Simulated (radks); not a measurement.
The numbers below are computed, except where a source is named.
Task: Neutral europium, [Xe] 4f7 6s2. Code: a radial shooting solver on a logarithmic mesh with Libxc functionals. Model: non-relativistic Kohn-Sham, exchange-only LDA, spin-polarised, spherical densities, point nucleus. Every spin shell is full or empty, so the densities are truly spherical. Functionals are evaluated on that one density, not self-consistently. Rank these exchange functionals by their error against the exact value of the orbitals, and give that value: LDA, B88, PBE, PW86, WC, AM05, B86b, revTPSS, SCAN, MS2, TASK.

Result: Exact: -230.132 hartree. From best to worst, with 100 (|E| - |E exact|)/|E exact| (equal figures are ties): PW86 -0.13, B86b +0.16, B88 +0.20, SCAN +0.22, PBE -0.23, MS2 -0.50, WC -0.58, revTPSS -0.78, TASK -1.99, AM05 -3.93, LDA -4.19.
